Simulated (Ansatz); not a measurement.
Coupled-cluster diagnostics for Ge(vinyl)H3 (C2H6Ge), Ansatz.

Geometry of the singlet (PBE0-D4/def2-TZVP):

Cartesian coordinates in Å:
```
Ge -0.8351 -0.3439 0.9676
C 0.2209 0.6645 -0.3068
C 1.0418 0.0937 -1.1795
H 0.1337 1.7489 -0.2998
H 1.1711 -0.9838 -1.2290
H 1.6228 0.6779 -1.8880
H -0.5391 -1.8398 0.7696
H -2.3374 -0.0829 0.7580
H -0.4787 0.0654 2.4079
```

Correlated methods freeze 11 core orbitals; core or outer-core shells of Ge are correlated, in sets that lack core-valence functions.

Question: Estimate the CCSD(T) correlation energy, the shares of MP2 and (T), T1 and the reference's ⟨S²⟩ for: charge 0, singlet, own geometry in def2-TZVPP; and the rough time on 4 threads of Intel Xeon on a shared host.

Answer: 
| state | basis | correlation (eV) | MP2 share (%) | (T) share (%) | T1 | ⟨S²⟩ (pure) | wall time |
| --- | --- | --- | --- | --- | --- | --- | --- |
| charge 0, singlet, own geometry | def2-TZVPP | -17.707 | 91.2 | 3.9 | 0.012 | 0.00 (0.00) | 47 s |
Customary marks for T1 are 0.02 (closed shells), 0.045 (open shells) and about 0.05 (3d metals). T1 stays under 0.02 throughout.
